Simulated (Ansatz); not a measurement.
Relative stability

The two ends of one reaction step of CH5ClZn, singlet (PBE0-D4/def2-TZVP).

A:

Zn1  (-1.035, -1.171, -1.372)
H2  (0.123, -2.149, -1.493)
Cl3  (-2.683, 0.136, -1.261)
H4  (0.656, -0.373, 1.236)
C5  (0.716, 0.634, 0.822)
H6  (-0.285, 1.014, 0.612)
H7  (1.199, 1.288, 1.548)
H8  (1.310, 0.620, -0.093)
(Å)

B:

Zn1  (-0.837, 0.364, -0.548)
H2  (0.127, -2.514, -0.816)
Cl3  (-2.169, -0.492, -1.944)
H4  (0.701, -2.489, -0.338)
C5  (0.366, 1.165, 0.724)
H6  (-0.168, 1.434, 1.636)
H7  (1.163, 0.465, 0.980)
H8  (0.817, 2.067, 0.306)
(Å)

Ansatz 0.2.0; basis: def2-TZVPP; cores frozen in the correlated methods. The 3s and 3p shells of Cu and Zn are frozen; filled d shells are correlated. B3LYP uses VWN-RPA correlation.

Problem. Which structure is lower at CCSD(T), and by how much? (Judge from chemistry; the value comes from the calculation.)

Solution. Computed: A, by 9.74 kcal/mol (electronic energy, against the other). By their contacts, A is a complex of ZnHCl ([Cl][ZnH]) + CH₄ and B is a complex of CH₃ClZn ([CH3][Zn][Cl]) + H₂.

All methods give the same order:

```tsv
method	E(B) − E(A) (kcal/mol)
SPW92	9.38
PBE-D4	8.95
BLYP-D4	9.48
r2SCAN-D4	9.89
B97M-V	13.15
PBE0-D4	10.10
B3LYP-D4	10.50
r2SCAN0-D4	10.58
BHLYP-D4	12.02
CAM-B3LYP-D4	11.13
wB97X-V	10.46
wB97M-V	10.23
B2PLYP	9.78
PBE-QIDH	9.74
RPA on PBE	9.82
HF	15.02
MP2	7.71
CCSD	10.67
CCSD(T)	9.74
```

The T1 diagnostic stays at or below 0.013.

Labels in which every atom is bracketed show which atoms are joined, not bond orders.

For scale, one of the runs: CCSD(T)/def2-TZVPP, 207 basis functions, launched by `ansatz run in.yaml --threads 4 --pin off --events-out ev --progress --plain --max-ram 9574MiB`. Time: 60 s of wall clock on 4 CPU threads of an Arm Neoverse V1; the host was shared. Peak host memory: 2.6 GiB.
